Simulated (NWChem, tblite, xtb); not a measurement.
**CH4F2O2Si (SMILES CO[Si](O)(F)F): the dipole moment, rung by rung**

CH4F2O2Si has 10 atoms, charge 0, and is taken as a singlet. SMILES: `CO[Si](O)(F)F`. The coordinates come from a PBE0-D4/def2-TZVP relaxation. This is one conformer, not always the lowest.

```
atom    x (Å)    y (Å)    z (Å)
   C  -0.4981  -1.2076   0.9722
   O   0.4596  -0.3889   0.3268
  Si   0.1434   0.9118  -0.5660
   O   1.4897   1.4563  -1.2601
   F  -0.9721   0.5583  -1.6322
   F  -0.4541   2.0931   0.2895
   H   0.0177  -2.0887   1.3542
   H  -1.2788  -1.5277   0.2766
   H  -0.9594  -0.6776   1.8098
   H   2.1353   0.8197  -1.5678
```

Each level gives the dipole moment (D). The values are calculated.

| level | kind | program | value (D) | CPU time |
| --- | --- | --- | --- | --- |
| GFN2-xTB | semi-empirical | tblite | 3.06 | under 2 s |
| GFN0-xTB | semi-empirical | xtb | 2.82 | under 2 s |
| GFN1-xTB | semi-empirical | xtb | 3.25 | under 2 s |
| IPEA1-xTB | semi-empirical | tblite | 3.16 | under 2 s |
| HF/3-21G | Hartree–Fock | NWChem | 3.46 | 2.8 s |
| HF/cc-pVDZ | Hartree–Fock | NWChem | 2.98 | 54 s |
| HF/def2-SVP | Hartree–Fock | NWChem | 3.00 | 15 s |
| B3LYP/6-31G* (Cartesian functions) | global hybrid | NWChem | 2.69 | 18 s |
| B3LYP/pcseg-1 | global hybrid | NWChem | 2.85 | 22 s |
| PBE0/def2-SVP | global hybrid | NWChem | 2.70 | 20 s |

The values span 2.69 to 3.46 D. Magnitudes only. Sets without polarisation functions give poor dipoles. Without the sets that lack polarisation functions the rows with a basis span only 2.69 to 3.00 D. CPU times are rough (shared hosts, several kinds of processor): they show what a rung costs within a factor of a few.
